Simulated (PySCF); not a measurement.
**Exercise with solution: dipole moment from atomic charges**

B(H)(SH)2 (BH3S2), SMILES SBS. Atoms are numbered in the order given.

```xyz
6

B      0.0000     0.0000     0.7013
H      0.0000     0.0000     1.8966
S      0.0000     1.5435    -0.2225
H      0.0000     2.3574     0.8579
S      0.0000    -1.5435    -0.2225
H      0.0000    -2.3574     0.8579
```

Geometry: PBE-D3(BJ)/def2-TZVP. One conformer was computed; it need not be the lowest.

Charges (e) from M06-2X/def2-TZVPD run with PySCF:

```csv
atom,IAO,ESP fit
B1,-0.177,-0.065
H2,0.027,0.016
S3,-0.028,-0.135
H4,0.103,0.160
S5,-0.028,-0.135
H6,0.103,0.160
```

The dipole moment of the full density is 1.49 D.

What dipole moment does each set of point charges give, and which comes closer to that of the density?


μ = Σ q r, and 1 e Å = 4.8032 D.
IAO: Σ q r = (0.000, 0.000, 0.116) e Å, |μ| = 0.56 D.
ESP fit: Σ q r = (0.000, 0.000, 0.319) e Å, |μ| = 1.53 D.
ESP fit comes closer in size. Point charges leave out the atoms' own dipoles (lone pairs, polarised bonds); fits to the potential absorb them, partitions of the density don't.
